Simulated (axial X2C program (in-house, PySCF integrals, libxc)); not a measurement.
# Levels of AuCl⁻ by electron attachment to AuCl (EOM-EA-CCSD)

Computed with an axial X2C code built on PySCF integrals: two-component X2C with atomic mean-field Coulomb and Gaunt terms, Gaussian nuclei, basis Au dyall-acv3z, Cl dyall-av3z with contracted cores.

R = 2.132 Å (0.960 times 2.221 Å, the PBE0 minimum at charge 0 for the lowest determinant).

Levels of AuCl⁻ obtained by attaching an electron to AuCl:

```csv
Ω,binding energy (eV),above lowest (cm⁻¹),attached spinor,one-particle weight
1/2,1.512,0,"49% Au sσ, 31% Au pσ, 9% Cl pσ",0.96
1/2,-0.332,14875,96% Au pπ,1.00
3/2,-0.342,14955,98% Au pπ,1.00
1/2,-0.347,14994,91% Au pσ,1.00
1/2,-0.834,18924,"85% Au sσ, 10% Au pσ",0.99
1/2,-1.223,22061,"82% Au pπ, 10% Au dπ",0.98
```

**Question.** Take the first Ω = 1/2 and Ω = 3/2 rows of π character: how far apart are they, and which lies lower?

**Answer.** E(3/2) − E(1/2) = 14955 − 14875 = 80 cm⁻¹ at EOM-EA-CCSD: regular, Ω = 1/2 lower. Splittings at this level can be off by ten to twenty per cent.

Negative binding energies belong to unbound states, resonances or levels that the basis set holds; within some tenths of an eV of zero the sign is not settled.

This point took 36 s on 1 thread of Arm Neoverse V1, on a shared host.

Reference electrons by ω block (each with its −ω partner): 1/2: 28, 3/2: 14, 5/2: 5, 7/2: 1. 18 electrons of AuCl correlated (inner shells frozen), 84 natural virtual spinors (a truncated set); levels can be off by some tenths of an eV. Roots sought by Ω: (1/2: 5, 3/2: 4, 5/2: 2, 7/2: 1); the list ends where they run out and leaves out roots under 60 % one-particle weight. The solver can skip a root, and states that need a further excitation, which the method places far too high, are missing though they may lie low or lowest. T1 of the reference 0.027 (Lee–Taylor). Number of frozen shells: Au 5 s, 4 p, 2 d, 1 f; Cl 2 s, 1 p. Large amplitudes in the reference (orbital relaxation or multireference character) lower the reliability.
